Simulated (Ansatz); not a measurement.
Reaction (substitution at a C–O bond): `COC1=NC1` + `[CH3][In]([OH])[Cl]` → `C[O][In]([CH3])[Cl]` + `OC1=NC1`

Calculated with Ansatz (gas phase, PBE0-D4/def2-TZVP geometries, no zero-point term in ΔE). CCSD(T)/CBS adds triple-zeta CCSD(T) − MP2 to the extrapolated MP2 energy (def2 sets, frozen cores). DFT in def2-TZVPP. B3LYP here is the variant with VWN-RPA as its local correlation; programs differ in this. Elements past krypton have def2 core potentials. For In outer-core shells are correlated without core-valence functions, which leaves a few kJ/mol of doubt a bond. Each species was taken in one conformer, which may not be the lowest.

| level | ΔE (kcal/mol) | difference from CCSD(T)/CBS |
| --- | --- | --- |
| PBE-D4 | 2.6 | -1.0 |
| r2SCAN-D4 | 3.3 | -0.3 |
| PBE0-D4 | 2.8 | -0.8 |
| B3LYP-D4 | 3.0 | -0.6 |
| ωB97X-V | 3.4 | -0.2 |
| PBE | 2.7 | -0.9 |
| r2SCAN | 3.3 | -0.3 |
| PBE0 | 2.9 | -0.7 |
| B3LYP | 3.2 | -0.4 |
| MP2/def2-TZVPP | 4.0 | 0.4 |
| SCS-MP2/def2-TZVPP | 4.0 | 0.4 |
| CCSD/def2-TZVPP | 3.5 | -0.1 |
| HF/def2-QZVPP | 3.7 | 0.1 |
| MP2/def2-QZVPP | 4.0 | 0.4 |
| SCS-MP2/def2-QZVPP | 4.0 | 0.4 |
| MP2/CBS(def2) | 4.0 | 0.4 |
| CCSD(T)/CBS | 3.6 | 0 |

Largest T1 diagnostic among the species: 0.014.
